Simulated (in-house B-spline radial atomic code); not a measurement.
**Ionising Dy⁺ with different functionals**

Computed with a B-spline radial code for spherical atoms: scalar-relativistic (spin-free X2C) Hamiltonian, Fermi nucleus of rms radius 5.2218 fm, spin-polarised at highest spin, spherical fractional occupations for the functionals, the average over the highest-spin determinants for Hartree-Fock. The ionisation energy is the difference of two self-consistent energies, [Xe] 4f10 6s1 → [Xe] 4f10, without Breit or QED terms; ε is the level of the shell that loses the electron (its least bound occupied spin orbital). There is no spin-orbit coupling in this Hamiltonian.

Hybrids are left out here: with spherical fractional occupations of an open shell their exact exchange keeps a self-interaction that integer-occupation calculations don't have.

| method | rung | ΔSCF (eV) | -ε(6s) (eV) |
| --- | --- | --- | --- |
| Hartree-Fock | Hartree-Fock | 10.82 | 10.85 |
| LDA VWN5 | LDA | 12.11 | 9.44 |
| LDA PW92 | LDA | 12.11 | 9.44 |
| LDA exchange-only | LDA | ? | ? |
| PBE | GGA | 11.91 | 9.21 |
| PBEsol | GGA | 11.84 | 9.25 |
| BLYP | GGA | 11.98 | 9.17 |
| RPBE | GGA | 11.81 | 9.11 |
| PW91 | GGA | 11.95 | 9.28 |
| BP86 | GGA | 11.96 | 9.40 |
| AM05 | GGA | 11.81 | 9.23 |
| OLYP | GGA | 11.63 | 8.88 |
| TPSS | meta-GGA | 11.59 | 9.07 |
| SCAN | meta-GGA | ? | ? |
| r2SCAN | meta-GGA | 11.66 | 9.36 |
| revTPSS | meta-GGA | 11.54 | 9.10 |

Problem. What does SCAN give?

Solution. ΔSCF 11.91 eV, and -ε(6s) = 9.51 eV.

Problem. What does LDA exchange-only give?

Solution. ΔSCF 11.42 eV, and -ε(6s) = 8.82 eV.

Problem. How do they compare with the NIST value?

Solution. NIST lists 11.65 eV ± 0.02 (semi-empirical, ground level to ground level). Errors run from -0.83 to +0.46 eV; r2SCAN is closest (+0.01 eV), though others lie within the uncertainty of it, and part of that can be cancellation, since the calculations leave out spin-orbit coupling, Breit-QED terms, multiplet and fine-structure energies. Hartree-Fock also lacks correlation.
